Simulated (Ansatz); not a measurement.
```yaml
crystal:
  periodic: [false, false, false]
  atoms:
    - {symbol: O, position_ang: [-1.476331, -0.563127, -1.195864]}
    - {symbol: Ta, position_ang: [-0.185573, 0.244741, -0.055310]}
    - {symbol: O, position_ang: [1.016666, -1.236081, -0.149401]}
    - {symbol: O, position_ang: [-0.162663, -0.078551, 1.847630]}
    - {symbol: O, position_ang: [1.029817, 1.451544, -0.883704]}
    - {symbol: F, position_ang: [-1.377916, 1.662640, 0.365539]}
    - {symbol: H, position_ang: [-1.397355, -1.427975, -1.600283]}
    - {symbol: H, position_ang: [1.424251, -1.838324, 0.470483]}
    - {symbol: H, position_ang: [-0.698208, 0.503346, 2.393260]}
    - {symbol: H, position_ang: [1.910410, 1.230387, -1.189350]}
basis:
  gaussian: {orbitals: def2-TZVPD}
total_charge: 1
magnetization: {spin_polarized: true, initial_magnetization: 1}
hamiltonian: {xc: {name: SPW92}}
accuracy: high
kpoints: {mp_grid: {grid: [2, 2, 2]}}
output: {forces: true}
```

```sh
$ ansatz run in.yaml --threads 2 --pin off --events-out ev --progress --plain --max-ram 32768MiB --backend cuda --devices 0, --max-vram 18GiB
```

(1) How does Ansatz answer? (An estimate is asked.)

## Answers

(1) Ansatz gave: The program refused the input.
```
Error: invalid value for `basis.gaussian`: such a run doesn't read kpoints; remove what it names
```
